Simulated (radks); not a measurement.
Values are calculated unless marked as measured or tabulated.
Species: Tl I. Configuration: [Hg] 7p1 (not the ground configuration). Code: a radial shooting solver on a logarithmic mesh with Libxc functionals. Model: Dirac Kohn-Sham, PBE, spin-unpolarised, spherical densities, point nucleus; open shells fill j = l - 1/2 first.

X-ray form factor f0, the Fourier transform of the density (f0(0) = 81):

sin(theta)/lambda (1/angstrom),f0 (electrons)
0.05,79.126
0.1,76.497
0.15,72.933
0.2,68.889
0.25,64.824
0.3,60.950
0.4,54.043
0.5,48.266
0.6,43.434
0.8,35.729
1,29.670
1.25,23.806
1.5,19.683
2,15.142
